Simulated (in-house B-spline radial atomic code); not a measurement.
A fraction x of an electron is removed from 2p in Si IV (Si3+), starting from [Ne] 3s1 and keeping the highest spin. Level of theory: scalar-relativistic (X2C) PBE0, spin-polarised, spherical fractional occupations, Fermi nucleus of rms radius 3.1224 fm; calculated with an all-electron radial atomic-structure program (B-spline basis).

Caution: exact exchange at fractional occupations of open shells leaves self-interaction of up to several eV.

```
   x  E(x) - E(0) (eV)  2p down level (eV)
   0            0.0000            -137.100
0.07            9.6732            -139.280
0.13           18.0863            -141.158
0.34           48.4247            -147.795
0.47           67.9079            -151.953
 0.5                 ?                   ?
0.61           89.4971            -156.471
0.64                 ?                   ?
0.79          118.1890            -162.340
0.98          149.6277            -168.606
   1          153.0065            -169.269
```

**Question.** What belongs in the row x = 0.5?

**Answer.** An energy change of 72.4810 eV; 2p down at -152.917 eV.

**Question.** What belongs in the row x = 0.64?

**Answer.** An energy change of 94.2058 eV; 2p down at -157.444 eV.

**Question.** Check Janak's theorem between x = 0.07 and 0.13.

**Answer.** The slope of the energy is 140.22 eV; the orbital levels give 140.22 eV (-ε of the emptying orbital, averaged over the two points).
